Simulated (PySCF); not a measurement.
C4H4F2O.
Atom-mapped SMILES: `[O:1]=[C:2]([F:3])[C@@H:4]1[CH2:5][C@H:6]1[F:7]`

Definitions: NICS(0) = −σiso at the ring centroid; NICS(1) = −σiso and NICS(1)zz = −σzz at ±1 Å along the ring normal z. Level: GIAO PBE0/pcSseg-1 (PySCF, non-relativistic, gas phase) on the GFN2-xTB geometry, one conformer.

Ring bond lengths (Å), with Mayer bond orders in brackets: C4–C5 1.520 (0.89), C5–C6 1.478 (0.98), C6–C4 1.517 (0.88).

Q: What do the NICS probes read (ppm)?

A: 
```tsv
ring	type	NICS(0)	NICS(1), two faces	NICS(1)zz, two faces	rms pucker (Å)	centre to ring atoms, mean (Å)
C4–C5–C6	3-membered carbocycle; formal bonds all single	-39.6	-9.3 / -6.7	-24.3 / -16.9	0.00	0.87
```

Q: What do they say, and how far can they be read as aromaticity?

A: 
- C4–C5–C6: mean NICS(1)zz -20.6 ppm, shielded. C4, C5, C6 have four or more neighbours, and the NICS criterion for π rings isn't applied. The two faces differ by 7.4 ppm, so no symmetry operation interchanges them. NICS(0) lies 32 ppm below the mean NICS(1).

Q: At the second NICS(1) probe listed for ring C4–C5–C6, 1 Å off the ring, what do the in-plane components average?

A: The isotropic value is a third of the trace: (3 × -6.7 − (-16.9))/2 = -1.6 ppm.

Q: What are the shieldings of the ring atoms and their hydrogens in the same run (means over atoms taken as equivalent)?

A: 
```json
{"atoms": "C4", "environment": "sp3 carbon next to a carbonyl", "σ isotropic (ppm)": "166.2", "principal values of the symmetric part, first atom (ppm)": "133.2, 144.2, 221.3"}
{"atoms": "C5", "environment": "three-membered-ring carbon", "σ isotropic (ppm)": "167.3", "principal values of the symmetric part, first atom (ppm)": "145.7, 160.6, 195.5"}
{"atoms": "C6", "environment": "sp3 C–F carbon", "σ isotropic (ppm)": "108.0", "principal values of the symmetric part, first atom (ppm)": "56.2, 83.1, 184.5"}
{"atoms": "H on C4", "environment": "methine hydrogen", "σ isotropic (ppm)": "29.51", "principal values of the symmetric part, first atom (ppm)": "23.2, 28.7, 36.7"}
{"atoms": "H on C5", "environment": "methylene hydrogen", "σ isotropic (ppm)": "30.35", "principal values of the symmetric part, first atom (ppm)": "25.4, 27.2, 38.5"}
{"atoms": "H on C5", "environment": "methylene hydrogen", "σ isotropic (ppm)": "29.97", "principal values of the symmetric part, first atom (ppm)": "25.1, 26.6, 38.2"}
{"atoms": "H on C6", "environment": "methine hydrogen", "σ isotropic (ppm)": "26.77", "principal values of the symmetric part, first atom (ppm)": "22.0, 27.1, 31.3"}
```

Shape of the structure used: `[O:1]=[C:2]([F:3])[C@@H:4]1[CH2:5][C@H:6]1[F:7]`: O1–C2–C4–C5 31°.
